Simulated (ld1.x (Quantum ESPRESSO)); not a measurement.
**Transferability test, TM potential for Ar**

```json
{
  "Element": "argon",
  "Generator": "ld1.x (Quantum ESPRESSO) 7.5",
  "Type": "norm-conserving Troullier–Martins (Kleinman–Bylander form)",
  "Functional": "LDA (PZ)",
  "Relativity": "scalar-relativistic",
  "Frozen core": "[Ne]",
  "Valence charge": "8",
  "Reference configuration": "3s2 3p6",
  "Partial waves": "3p (bound): rc 1.05 bohr; 3d channel at 0.25 Ry: rc 1.00 bohr; 3s (bound): rc 0.85 bohr",
  "Local potential": "the s channel",
  "Core correction": "Bessel-smoothed model core, default radius (core density twice the valence density)"
}
```

Energies are relative to the spin-unpolarised reference configuration 3s2 3p6; without spin polarisation the order of configurations can differ from experiment. Spin-polarised rows fill each open shell by Hund’s rule, majority spin first.

Task: Give the all-electron excitation energy and the error of the potential for: 3s2 3p5; 3s2 3p4; 3s2 3p3; 3s2 3p5.5; 3s1 3p6; 3s2 3p2; 3s2 3p5 (spin-polarised); 3s2 3p4 (spin-polarised).

Result:

```tsv
valence configuration	charge	ΔE all-electron (eV)	error AE − PS (meV)
3s2 3p5	+1	16.157	+5.7
3s2 3p4	+2	44.892	+39
3s2 3p3	+3	87.544	+128
3s2 3p5.5	+0.5	6.600	+0.8
3s1 3p6	+1	30.625	+4.5
3s2 3p2	+4	145.265	+305
3s2 3p5 (spin-polarised)	+1	15.933	+7.7
3s2 3p4 (spin-polarised)	+2	43.848	+48
```

Levels in the configuration 3s2 3p5.5:

| level | all-electron (eV) | pseudo (eV) |
| --- | --- | --- |
| 3s | -30.242 | -30.233 |
| 3p | -16.091 | -16.085 |
